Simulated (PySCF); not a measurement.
A search over the determinants of IrO

Unrestricted PBE0; PySCF, scalar-relativistic core potentials, basis sets Ir def2-TZVPP with ECP60, O def2-TZVPP. Outer shells of the fragments: Ir 5d7 6s2; O 2s2 2p4.

Followed along the bond (rough minima from three points):

```tsv
2Ms+1	unpaired	⟨S²⟩ at the start	R at minimum (Å)	Te (eV)
4	π ↑↑, δ ↑	3.77	1.71	0.00
4	σ ↑, π ↑↑	3.76	1.69	0.00
2	σ ↓, π ↑↑	1.77	1.70	0.34
2	π ↑	0.79	1.64	0.41
2	π ↑↑, δ ↓	1.78	1.71	0.56
4	σ ↑, π ↑, δ ↑	3.76	1.78	1.06
```

Solutions found at the starting distance of 1.785 Å, counted from the lowest of them; the search is not exhaustive and high or unbound solutions are not listed, so other states can lie among these:

```json
{"2Ms+1": "4", "unpaired": "π ↑↑, δ ↑", "term": "⁴Δ", "E (eV)": "0.00", "⟨S²⟩": "3.77", "⟨Lz²⟩": "4.01", "μ (D)": "-3.21"}
{"2Ms+1": "4", "unpaired": "σ ↑, π ↑↑", "term": "⁴Σ⁻", "E (eV)": "0.09", "⟨S²⟩": "3.76", "⟨Lz²⟩": "0.00", "μ (D)": "-3.46"}
{"2Ms+1": "2", "unpaired": "σ ↓, π ↑↑", "term": "mixed", "E (eV)": "0.39", "⟨S²⟩": "1.77", "⟨Lz²⟩": "0.00", "μ (D)": "-3.57"}
{"2Ms+1": "2", "unpaired": "π ↑↑, δ ↓", "term": "mixed", "E (eV)": "0.55", "⟨S²⟩": "1.78", "⟨Lz²⟩": "4.01", "μ (D)": "-2.83"}
{"2Ms+1": "2", "unpaired": "π ↑", "term": "²Π", "E (eV)": "0.78", "⟨S²⟩": "0.79", "⟨Lz²⟩": "1.02", "μ (D)": "-3.18"}
{"2Ms+1": "4", "unpaired": "σ ↑, π ↑, δ ↑", "term": "mixed", "E (eV)": "0.92", "⟨S²⟩": "3.76", "⟨Lz²⟩": "4.94", "μ (D)": "-3.72"}
{"2Ms+1": "6", "unpaired": "σ ↑↑, π ↑↑, δ ↑", "term": "⁶Δ", "E (eV)": "1.36", "⟨S²⟩": "8.77", "⟨Lz²⟩": "4.01", "μ (D)": "-0.87"}
{"2Ms+1": "2", "unpaired": "σ ↓, π ↑, δ ↑", "term": "mixed", "E (eV)": "1.69", "⟨S²⟩": "1.76", "⟨Lz²⟩": "5.31", "μ (D)": "-3.58"}
{"2Ms+1": "2", "unpaired": "σ ↓, π ↑, δ ↑", "term": "mixed", "E (eV)": "1.72", "⟨S²⟩": "1.75", "⟨Lz²⟩": "5.02", "μ (D)": "-3.59"}
{"2Ms+1": "4", "unpaired": "π ↑, δ ↑↑", "term": "⁴Π", "E (eV)": "1.75", "⟨S²⟩": "3.77", "⟨Lz²⟩": "1.07", "μ (D)": "-3.26"}
{"2Ms+1": "2", "unpaired": "π ↑", "term": "²Π", "E (eV)": "1.98", "⟨S²⟩": "0.76", "⟨Lz²⟩": "1.12", "μ (D)": "-4.07"}
{"2Ms+1": "4", "unpaired": "σ ↑, π ↑, δ ↑", "term": "mixed", "E (eV)": "2.32", "⟨S²⟩": "4.06", "⟨Lz²⟩": "5.05", "μ (D)": "-0.39"}
{"2Ms+1": "6", "unpaired": "σ ↑, π ↑↑, δ ↑↑", "term": "⁶Σ⁺", "E (eV)": "2.46", "⟨S²⟩": "8.78", "⟨Lz²⟩": "0.00", "μ (D)": "-0.69"}
{"2Ms+1": "4", "unpaired": "π ↑↑↑", "term": "⁴Π", "E (eV)": "2.80", "⟨S²⟩": "3.76", "⟨Lz²⟩": "1.01", "μ (D)": "-2.09"}
```

A term symbol is given only where ⟨S²⟩ and ⟨Lz²⟩ are close to those of a pure state; real π, δ and φ orbitals otherwise mix terms. A positive dipole means Ir(−)O(+).

Compare the gap between the two lowest followed solutions at the starting distance with the gap between their minima.

At PBE0 the second solution (quartet, unpaired electrons σ ↑, π ↑↑) lies +0.09 eV from the first (quartet, unpaired electrons π ↑↑, δ ↑) at 1.785 Å and +0.00 eV at the minima; the two curves relax by different amounts, since their minima lie near 1.69 and 1.71 Å. A gap this small is a tie at this level.

Spin–orbit coupling is left out. With d or f electrons several states lie close, and the lowest PBE0 determinant need not be the measured ground state.
